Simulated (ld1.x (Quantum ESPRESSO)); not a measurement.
## Pseudopotential generation for phosphorus (P): TM, PBEsol, non-relativistic.

P (Z = 15), norm-conserving Troullier–Martins (Kleinman–Bylander form), made with ld1.x (Quantum ESPRESSO) 7.5 (PBEsol, non-relativistic). Core [He], reference 2s2 2p6 3s2 3p2.5 (charge +0.5). Waves: 2s (bound): rc 0.60 bohr; 2p (bound): rc 0.65 bohr. Local part: the p channel. Core correction: Bessel-smoothed model core inside 0.50 bohr.

Occupied shells without a wave of their own: 3p, 3s. They enter only through the test configuration that unscreens the potential, and ld1.x also counts them in the model core charge.

* Cutoffs needed: over 300 Ry and over 300 Ry (the cutoffs (Ry, on a coarse ladder) from which the occupation-weighted sum of valence levels, in a spherical-Bessel basis at the reference potential, stays within 10 and 1 mRy of its value at 400 Ry)
* Ghost test: no extra level below or beside the all-electron valence levels (s, p, d, f tested) (spherical-Bessel basis up to 400 Ry, 20 bohr box)
* Largest excitation error: -406 meV (all-electron minus pseudo) for 2s2 2p6 3s2 3p0, out of 7 test configurations

ld1.x takes every shell without a wave as core, so the model core holds the 3p, 3s electrons as well and exchange and correlation see them twice. This cancels in the reference configuration, but the file is broken for other ones, and its errors say nothing about a proper core correction.
